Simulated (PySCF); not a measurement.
These are PBE-D3(BJ)/def2-TZVP // B3LYP-D3(BJ)/def2-TZVP run with PySCF 2.14.0 values and carry that method's errors. All species are isolated molecules in the gas phase. One relaxed conformer stands for a flexible species; it need not be the lowest. Excitations are Tamm–Dancoff values on a coarser integration grid. The basis has no diffuse functions, so Rydberg states are missing or too high.

Reference species (SMILES): `BCBO` (neutral, multiplicity 1).

- LUMO: -2.51 eV
- HOMO: -7.32 eV
- T1 excitation (TDA): 4.50 eV

Changed species: `BBOC`.

Task: Give the shifts of the LUMO, HOMO and T1 excitation (TDA).

Result: the LUMO falls by 0.38 eV, to -2.89 eV; the HOMO goes up by 0.96 eV, to -6.36 eV; the T1 excitation (TDA) drops by 1.49 eV, to 3.01 eV.
